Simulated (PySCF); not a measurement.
GeCl2I2, SMILES [Cl][Ge]([Cl])([I])[I]. Atoms are numbered in the order given.

```xyz
5

Cl     0.0000     1.7445     1.9011
Ge     0.0000     0.0000     0.6202
Cl     0.0000    -1.7445     1.9011
I     -2.0842     0.0000    -0.7970
I      2.0842     0.0000    -0.7970
```

Geometry optimised at PBE-D3(BJ)/def2-SVP. The def2 effective core potentials stand for the cores of I; spin–orbit coupling is left out.

All values below come from TDA-PBE0/def2-SVPD (PySCF).

Vertical excitations.  State labels are in the subgroup C2v.

| state | symmetry | energy (eV) | λ (nm) | f | main pairs |
|---|---|---|---|---|---|
| S1 | B1 | 3.53 | 351 | 0.008 | HOMO→LUMO 99 % |
| S2 | A2 | 3.65 | 340 | 0.000 | HOMO−1→LUMO 99 % |
| S3 | B2 | 3.85 | 322 | 0.006 | HOMO−2→LUMO 99 % |
| S4 | A1 | 4.07 | 305 | 0.012 | HOMO−3→LUMO 98 % |
| S5 | B2 | 5.05 | 246 | 0.008 | HOMO−5→LUMO 98 % |
| S6 | B1 | 5.08 | 244 | 0.140 | HOMO−4→LUMO 89 % |
| S7 | A2 | 5.29 | 234 | 0.000 | HOMO−6→LUMO 98 % |
| S8 | A1 | 5.46 | 227 | 0.036 | HOMO−7→LUMO 93 % |
| S9 | A1 | 6.08 | 204 | 0.008 | HOMO→LUMO+1 96 % |
| S10 | A2 | 6.18 | 200 | 0.000 | HOMO→LUMO+2 97 % |
| T1 | B1 | 3.10 | 399 | 0 | HOMO→LUMO 98 % |
| T2 | A2 | 3.26 | 380 | 0 | HOMO−1→LUMO 97 % |
| T3 | B2 | 3.43 | 362 | 0 | HOMO−2→LUMO 97 % |
| T4 | A1 | 3.60 | 344 | 0 | HOMO−3→LUMO 96 % |
Triplets are in the Tamm–Dancoff approximation.
